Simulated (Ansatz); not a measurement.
The cluster B₅P₅. Charge 0, multiplicity 1. Geometry r2SCAN-D4/def2-SVP; atoms count from 1.

Cartesian coordinates in Å:
```
B 1.502 -0.030 0.677
B -1.287 0.339 -0.631
B -0.358 1.660 0.611
B -0.934 -1.248 -0.635
B 0.803 -1.508 -0.307
P -0.428 -2.921 -0.570
P 2.580 -1.138 -0.249
P -0.723 1.986 -1.252
P -2.210 1.527 0.581
P 1.056 1.332 1.776
```

The restricted singlet is unstable towards broken spin symmetry in Hartree–Fock (as tested in another run); at PBE0-D4/def2-TZVP this wasn't settled. Another isomer (singlet) lies 0.47 eV lower at PBE0-D4/def2-TZVP.

Estimate the Mulliken populations from the PBE0/def2-TZVP orbitals of Ansatz.


| atom | charge (e) |
| --- | --- |
| B1 | -0.02 |
| B2 | 0.20 |
| B3 | 0.02 |
| B4 | -0.12 |
| B5 | -0.02 |
| P6 | -0.04 |
| P7 | 0.01 |
| P8 | -0.01 |
| P9 | -0.03 |
| P10 | 0.01 |
Mulliken values and Mayer orders depend strongly on the basis.

And the Mayer bond orders between bonded heavy atoms (over 0.3)?

B1–B5 0.47 (1.91 Å); B1–P7 1.44 (1.80 Å); B1–P10 1.52 (1.81 Å); B2–B4 1.02 (1.63 Å); B2–P8 1.12 (1.85 Å); B2–P9 0.89 (1.93 Å); B3–P8 0.97 (1.93 Å); B3–P9 1.14 (1.86 Å); B3–P10 1.17 (1.86 Å); B4–B5 0.58 (1.79 Å); B4–P6 1.70 (1.75 Å); B5–P6 1.15 (1.89 Å); B5–P7 1.35 (1.82 Å); P8–P9 0.86 (2.40 Å).
